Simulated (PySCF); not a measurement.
# Finite-field polarisability of P (phosphorus, neutral)

[Ne] 3s2 3p3, high-spin 4S determinant. Calculation: PySCF 2.14, in def2-QZVPPD (10s6p5d2f1g, 76 functions); the non-relativistic Hamiltonian (point nucleus). Frozen: [Ne]. Energy changes in a uniform field (μhartree):

```csv
axis,F (au),HF,MP2,CCSD,CCSD(T)
x,0.0028,-99.490,-97.310,-97.222,-97.302
x,0.0056,-398.108,-389.390,-389.034,-389.356
```

Derive α along x at CCSD(T) from the two fields.

With ΔE = −αF²/2 − γF⁴/24, α = −(16 ΔE(F) − ΔE(2F))/(6F²) = 24.82 bohr³.

And the mean polarisability at each level?

HF 25.38, MP2 24.82, CCSD 24.80, CCSD(T) 24.82 bohr³. Reference: 25 ± 1 bohr³ (recommended; Schwerdtfeger and Nagle, table of static dipole polarizabilities (2023 update)).
